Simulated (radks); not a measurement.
Results of a calculation; reference values are marked as such.
Spherical quantum dot in the effective-mass picture: electrons in a well V = -V0 / (1 + exp((r - R)/a)) with V0 = 26.2, R = 1.97, a = 0.078, all in effective atomic units (hartree* = m*/eps^2 hartree, bohr* = eps/m* bohr), one dielectric constant everywhere. Level of theory: non-relativistic Kohn-Sham, LDA (Slater exchange, Perdew-Wang correlation), spin-polarised, spherical densities (a radial shooting solver with Libxc functionals). Levels are named by radial order and angular momentum (1s, 1p, 1d, 2s, ...), and open shells are averaged over m.

N = 14, configuration 1s2 1p6 1d(up 5, down 1). This is the lowest configuration that the search found. Occupied and some empty levels:

| level | occupation | eigenvalue (hartree*) | <r> (bohr*) |
|---|---|---|---|
| 1s up | 1 | -15.798 | 1.204 |
| 1s down | 1 | -15.681 | 1.197 |
| 1p up | 3 | -14.927 | 1.321 |
| 1p down | 3 | -14.798 | 1.319 |
| 1d up | 5 | -13.630 | 1.403 |
| 1d down | 1 | -13.497 | 1.403 |
| 2s up | 0 | -12.163 | 0.9833 |
| 2s down | 0 | -12.093 | 0.9854 |
| 1f up | 0 | -11.973 | 1.467 |
| 1f down | 0 | -11.839 | 1.467 |
| 2p up | 0 | -9.9705 | 1.122 |
| 2p down | 0 | -9.8858 | 1.121 |

Energy (hartree*): total -265.783, kinetic 35.593, external -358.32, Hartree 66.466, exchange-correlation -9.5233.

Electron density:

| r (bohr*) | n(r) (e/bohr*^3) |
|---|---|
| 0.0550 | 0.1349 |
| 0.193 | 0.1530 |
| 0.332 | 0.1933 |
| 0.470 | 0.2591 |
| 0.608 | 0.3522 |
| 0.746 | 0.4691 |
| 0.884 | 0.5980 |
| 1.02 | 0.7162 |
| 1.16 | 0.7901 |
| 1.30 | 0.7866 |
| 1.44 | 0.6856 |
| 1.57 | 0.4995 |
| 1.71 | 0.2801 |
| 1.85 | 0.1081 |
| 1.99 | 0.02605 |
| 2.13 | 0.004478 |
| 2.27 | 0.0006841 |
| 2.40 | 0.0001054 |
| 2.54 | 0.00001646 |
| 2.68 | 2.632e-06 |
